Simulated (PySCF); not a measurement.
One molecule, one basis, several functionals.

Compound: BBrH₅N.
SMILES: `[NH3+][BH2-]Br`

PySCF, def2-SVPD basis, density fitting, gas phase, PBE0-D3(BJ)/def2-SVP geometry; singlet excitations by full TDDFT with frozen cores, triplets by Tamm–Dancoff TDDFT and ionisation energies by ΔSCF, from the lowest of the holes tried. One functional is left out:

```json
{"functional": "LDA", "exact exchange (%)": "0", "HOMO energy (eV)": "-5.83", "LUMO energy (eV)": "-1.29", "lowest singlet excitation (eV)": "4.56", "lowest triplet excitation (eV)": "4.51", "dipole moment (D)": "6.077", "mean polarisability (au)": "55.3", "vertical ionisation energy (eV)": "9.21"}
{"functional": "PBE", "exact exchange (%)": "0", "HOMO energy (eV)": "-5.73", "LUMO energy (eV)": "-1.25", "lowest singlet excitation (eV)": "4.50", "lowest triplet excitation (eV)": "4.44", "dipole moment (D)": "6.051", "mean polarisability (au)": "54.9", "vertical ionisation energy (eV)": "9.08"}
{"functional": "PBE0", "exact exchange (%)": "25", "HOMO energy (eV)": "-6.96", "LUMO energy (eV)": "-0.50", "lowest singlet excitation (eV)": "5.43", "lowest triplet excitation (eV)": "5.35", "dipole moment (D)": "6.217", "mean polarisability (au)": "52.1", "vertical ionisation energy (eV)": "9.31"}
{"functional": "BHandHLYP", "exact exchange (%)": "50", "HOMO energy (eV)": "-8.08", "LUMO energy (eV)": "-0.01", "lowest singlet excitation (eV)": "6.01", "lowest triplet excitation (eV)": "5.93", "dipole moment (D)": "6.325", "mean polarisability (au)": "50.4", "vertical ionisation energy (eV)": "9.38"}
```

Task: Predict the row of B3LYP (20 % exact exchange) by straight lines through the other rows, and check it.

Result: 
```csv
property,line,computed,computed − line,"PBE0 (25 %), for comparison"
HOMO energy (eV),-6.71,-6.73,-0.02,-6.96
LUMO energy (eV),-0.73,-0.84,-0.11,-0.50
lowest singlet excitation (eV),5.16,5.08,-0.08,5.43
lowest triplet excitation (eV),5.09,5.03,-0.06,5.35
dipole moment (D),6.174,6.175,+0.001,6.217
mean polarisability (au),53.1,52.9,-0.2,52.1
vertical ionisation energy (eV),9.25,9.32,+0.07,9.31
```

Task: Which of these properties follows the share of exact exchange most closely, and which least?

Result: Most closely the HOMO energy, least the vertical ionisation energy; the correlations over the tabulated rows are HOMO energy -0.999, lowest triplet excitation 0.994, lowest singlet excitation 0.994, LUMO energy 0.993, dipole moment 0.993, mean polarisability -0.988, vertical ionisation energy 0.895. The HOMO energy moves by -0.461 eV for every 10 %. Functionals with the same share still differ in their other parts: at 0 % LDA and PBE differ by 0.10 eV in it.
